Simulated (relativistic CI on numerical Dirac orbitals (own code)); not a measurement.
**Zr2+: M2,3 absorption edge**

Computed with this model: Dirac-Coulomb-Breit CI, KLI orbitals optimised for each configuration, a model potential for QED, multiplet model of core-to-valence dipole absorption, unscaled Slater integrals; configurations [Kr] 4d2 → [Ne] 3s2 3p5 3d10 4s2 4p6 4d3; 300 K; Lorentzian 1.2 eV and Gaussian 0.4 eV FWHM. Energies are those of the free ion, without screening or charge transfer. The branching ratio is the share of the lower-energy edge in the whole absorption, uncertain by about 0.02 where the edges overlap. S is read from ⟨S²⟩ = S(S + 1).

Field parameters in Wybourne normalisation: D4h B²₀ = −7Ds, B⁴₀ = 21(Dq − Dt), B⁴₄ = 21√(5/14) Dq. The field is a parameter set, without covalency.

Computed curve for D4h, 10Dq = 26800, Ds = 1710, Dt = 530 cm⁻¹, scaled to 100 at the maximum (points under 2 are left out and the grid is thinned):

Energy (eV), Intensity and a bar:
```
   328.50        2.1 
   329.00        2.5 
   329.50        3.0 
   329.75        3.4 
   330.25        4.2 #
   330.75        5.5 #
   331.25        7.6 ##
   331.50        9.3 ##
   332.00       14.9 ####
   332.50       27.3 ########
   333.00       43.9 #############
   333.25       47.3 ##############
   333.75       54.9 #################
   334.25       76.4 ########################
   334.75       72.7 #######################
   335.00       66.6 #####################
   335.50       71.6 ######################
   336.00       94.1 #############################
   336.50       95.8 ##############################
   336.75       84.3 ##########################
   337.25       61.2 ###################
   337.75       47.3 ##############
   338.25       33.9 ##########
   338.75       21.1 ######
   339.00       16.5 #####
   339.50       10.8 ###
   340.00        7.7 ##
   340.50        5.9 #
   340.75        5.2 #
   341.25        4.3 #
   341.75        3.7 #
   342.25        3.3 
   342.50        3.3 
   343.00        3.3 
   343.50        3.3 
   344.00        3.2 
   344.25        3.3 
   344.75        3.7 #
   345.25        4.6 #
   345.75        6.8 ##
   346.25       12.0 ###
   346.50       15.9 ####
   347.00       19.0 #####
   347.50       16.6 #####
   348.00       21.9 ######
   348.25       27.2 ########
   348.75       30.8 #########
   349.25       29.2 #########
   349.75       36.6 ###########
   350.00       39.4 ############
   350.50       31.5 #########
   351.00       23.4 #######
   351.50       19.1 #####
   351.75       16.6 #####
   352.25       12.2 ###
   352.75        7.6 ##
   353.25        4.7 #
   353.50        3.8 #
   354.00        2.7 
   354.50        2.1
```

The ground state has S = 1.00, and the centroid lies at 339.41 eV.
